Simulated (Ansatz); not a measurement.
Relaxation of `CCCCCCCCCCS` with RKS r2SCAN-D4/def2-SVP.

```sh
$ ansatz run in.yaml --threads 4 --pin off --events-out ev --progress --plain --max-ram 6963MiB
```

```yaml
crystal:
  periodic: [false, false, false]
  atoms:
    - {symbol: C, position_ang: [4.610600, 1.249930, 0.686650]}
    - {symbol: C, position_ang: [4.339280, -0.250260, 0.678310]}
    - {symbol: C, position_ang: [3.272510, -0.660700, -0.337500]}
    - {symbol: C, position_ang: [1.881300, -0.122260, -0.008310]}
    - {symbol: C, position_ang: [0.834820, -0.661750, -0.980590]}
    - {symbol: C, position_ang: [-0.555120, -0.052900, -0.793350]}
    - {symbol: C, position_ang: [-1.212980, -0.456590, 0.524180]}
    - {symbol: C, position_ang: [-2.613090, 0.128700, 0.705200]}
    - {symbol: C, position_ang: [-3.636150, -0.440580, -0.275760]}
    - {symbol: C, position_ang: [-5.051470, 0.008950, 0.050790]}
    - {symbol: S, position_ang: [-5.288640, 1.812040, -0.134960]}
    - {symbol: H, position_ang: [4.864320, 1.594360, -0.313990]}
    - {symbol: H, position_ang: [5.442640, 1.480630, 1.348260]}
    - {symbol: H, position_ang: [3.740910, 1.801690, 1.034030]}
    - {symbol: H, position_ang: [4.030070, -0.569850, 1.676570]}
    - {symbol: H, position_ang: [5.267620, -0.774640, 0.438350]}
    - {symbol: H, position_ang: [3.224850, -1.752490, -0.371070]}
    - {symbol: H, position_ang: [3.569620, -0.312960, -1.330430]}
    - {symbol: H, position_ang: [1.884610, 0.967620, -0.060430]}
    - {symbol: H, position_ang: [1.622950, -0.411380, 1.011880]}
    - {symbol: H, position_ang: [0.767450, -1.746970, -0.872880]}
    - {symbol: H, position_ang: [1.169360, -0.453450, -1.999840]}
    - {symbol: H, position_ang: [-0.484020, 1.036220, -0.839860]}
    - {symbol: H, position_ang: [-1.182950, -0.381780, -1.623810]}
    - {symbol: H, position_ang: [-0.592630, -0.112030, 1.352840]}
    - {symbol: H, position_ang: [-1.269390, -1.546740, 0.580490]}
    - {symbol: H, position_ang: [-2.952470, -0.088760, 1.721840]}
    - {symbol: H, position_ang: [-2.571770, 1.214630, 0.595850]}
    - {symbol: H, position_ang: [-3.609580, -1.533170, -0.233850]}
    - {symbol: H, position_ang: [-3.389420, -0.137900, -1.295850]}
    - {symbol: H, position_ang: [-5.292320, -0.193920, 1.094230]}
    - {symbol: H, position_ang: [-5.786040, -0.485560, -0.585290]}
    - {symbol: H, position_ang: [-5.034880, 1.851890, -1.441680]}
basis:
  gaussian: {orbitals: def2-SVP}
hamiltonian: {xc: r2scan, dispersion: d4}
scf: {lower_state_search: "off"}
output: {orbitals: {seedname: orbitals}}
relax: {f_tol: 0.03, max_steps: 70}
```

Run time 27 s (4 threads of Intel Xeon on a shared host).

Positions (Å) and forces (eV/Å) at steps 1, 2, 4 of 4:

```xyz
33
step=1 energy=-21546.6644 eV
C     4.611    1.250    0.687   -0.033   -0.584    0.129
C     4.339   -0.250    0.678   -0.143    0.347   -0.486
C     3.273   -0.661   -0.338   -0.074    0.263    0.726
C     1.881   -0.122   -0.008    0.177   -0.565   -0.662
C     0.835   -0.662   -0.981   -0.206    0.619    0.348
C    -0.555   -0.053   -0.793    0.266   -0.598    0.352
C    -1.213   -0.457    0.524   -0.296    0.541   -0.357
C    -2.613    0.129    0.705    0.284   -0.543   -0.377
C    -3.636   -0.441   -0.276   -0.110    0.396    0.632
C    -5.051    0.009    0.051    0.285    0.350   -0.506
S    -5.289    1.812   -0.135   -0.247    0.244    0.620
H     4.864    1.594   -0.314    0.112    0.235   -0.426
H     5.443    1.481    1.348    0.338    0.204    0.270
H     3.741    1.802    1.034   -0.344    0.341    0.123
H     4.030   -0.570    1.677   -0.050   -0.203    0.374
H     5.268   -0.775    0.438    0.325   -0.233    0.015
H     3.225   -1.752   -0.371   -0.023   -0.392   -0.126
H     3.570   -0.313   -1.330    0.110    0.041   -0.422
H     1.885    0.968   -0.060   -0.047    0.463    0.078
H     1.623   -0.411    1.012   -0.089   -0.007    0.455
H     0.767   -1.747   -0.873    0.013   -0.450   -0.054
H     1.169   -0.453   -2.000    0.164   -0.026   -0.394
H    -0.484    1.036   -0.840   -0.032    0.452   -0.102
H    -1.183   -0.382   -1.624   -0.268   -0.005   -0.333
H    -0.593   -0.112    1.353    0.271    0.017    0.347
H    -1.269   -1.547    0.580    0.068   -0.448    0.096
H    -2.952   -0.089    1.722   -0.160    0.022    0.372
H    -2.572    1.215    0.596   -0.052    0.373    0.056
H    -3.610   -1.533   -0.234    0.049   -0.437   -0.061
H    -3.389   -0.138   -1.296    0.063   -0.015   -0.402
H    -5.292   -0.194    1.094   -0.165   -0.128    0.364
H    -5.786   -0.486   -0.585   -0.282   -0.280   -0.099
H    -5.035    1.852   -1.442    0.097    0.005   -0.550
33
step=2 energy=-21546.7687 eV
C     4.648    1.262    0.706   -0.043   -0.247   -0.009
C     4.383   -0.243    0.675   -0.131    0.146   -0.082
C     3.307   -0.669   -0.329   -0.062    0.117    0.107
C     1.904   -0.140   -0.029    0.053   -0.111   -0.122
C     0.843   -0.664   -1.000   -0.021    0.096    0.152
C    -0.558   -0.077   -0.801    0.110   -0.094    0.142
C    -1.217   -0.460    0.525   -0.115    0.092   -0.159
C    -2.623    0.114    0.720   -0.013   -0.080   -0.144
C    -3.674   -0.432   -0.249    0.056    0.165    0.081
C    -5.100    0.039    0.030    0.133    0.072    0.023
S    -5.381    1.844   -0.141    0.020   -0.038    0.191
H     4.910    1.631   -0.295    0.035    0.083   -0.115
H     5.480    1.505    1.380    0.089    0.039    0.076
H     3.770    1.821    1.051   -0.103    0.098    0.032
H     4.085   -0.583    1.680    0.007   -0.063    0.130
H     5.320   -0.768    0.436    0.082   -0.069   -0.016
H     3.265   -1.769   -0.367    0.021   -0.124   -0.023
H     3.606   -0.336   -1.337    0.043   -0.007   -0.157
H     1.902    0.960   -0.069   -0.004    0.161    0.044
H     1.639   -0.418    1.003   -0.050    0.010    0.157
H     0.788   -1.761   -0.911    0.012   -0.158   -0.042
H     1.178   -0.454   -2.028    0.024    0.003   -0.127
H    -0.502    1.022   -0.867   -0.025    0.151   -0.052
H    -1.196   -0.407   -1.635   -0.063   -0.013   -0.105
H    -0.584   -0.115    1.356    0.061    0.010    0.108
H    -1.258   -1.559    0.599    0.024   -0.151    0.049
H    -2.959   -0.097    1.748   -0.020   -0.001    0.124
H    -2.588    1.210    0.625   -0.022    0.154    0.036
H    -3.663   -1.534   -0.202   -0.045   -0.135   -0.024
H    -3.413   -0.161   -1.284    0.043   -0.026   -0.132
H    -5.369   -0.171    1.075   -0.085   -0.045    0.118
H    -5.825   -0.486   -0.606   -0.046   -0.076   -0.040
H    -5.117    1.894   -1.458    0.034    0.041   -0.217
33
step=4 energy=-21546.7812 eV
C     4.635    1.260    0.710   -0.003   -0.023    0.001
C     4.376   -0.244    0.671   -0.006    0.021   -0.006
C     3.300   -0.671   -0.330   -0.009    0.008    0.008
C     1.899   -0.137   -0.029    0.006   -0.010   -0.011
C     0.843   -0.659   -1.004   -0.002    0.008    0.008
C    -0.560   -0.078   -0.805    0.009   -0.008    0.011
C    -1.213   -0.455    0.526   -0.007    0.009   -0.009
C    -2.620    0.114    0.724   -0.006   -0.013   -0.014
C    -3.667   -0.439   -0.244    0.008    0.010    0.017
C    -5.089    0.041    0.030    0.008    0.008    0.006
S    -5.348    1.849   -0.138    0.005   -0.017   -0.008
H     4.903    1.642   -0.291   -0.002   -0.001    0.007
H     5.464    1.507    1.392   -0.006    0.000   -0.003
H     3.752    1.823    1.052    0.005   -0.002   -0.002
H     4.090   -0.596    1.681    0.003    0.001   -0.006
H     5.317   -0.768    0.426   -0.005    0.003   -0.001
H     3.258   -1.776   -0.364   -0.001    0.004    0.001
H     3.600   -0.352   -1.348   -0.002   -0.003    0.006
H     1.899    0.968   -0.062    0.000   -0.006    0.001
H     1.630   -0.411    1.008    0.001    0.002   -0.006
H     0.794   -1.763   -0.932    0.001    0.007   -0.003
H     1.177   -0.441   -2.035    0.000    0.001    0.004
H    -0.516    1.025   -0.887   -0.002   -0.008   -0.001
H    -1.199   -0.417   -1.639    0.004   -0.001    0.005
H    -0.577   -0.104    1.358   -0.005    0.000   -0.006
H    -1.244   -1.559    0.615    0.002    0.007    0.000
H    -2.953   -0.099    1.757    0.002   -0.001   -0.004
H    -2.595    1.215    0.636   -0.001   -0.007    0.001
H    -3.669   -1.545   -0.188   -0.001    0.006    0.001
H    -3.400   -0.188   -1.286   -0.003   -0.004    0.005
H    -5.376   -0.172    1.074    0.002   -0.002   -0.006
H    -5.815   -0.482   -0.613    0.003    0.007    0.002
H    -5.095    1.908   -1.465    0.001    0.005    0.002
```
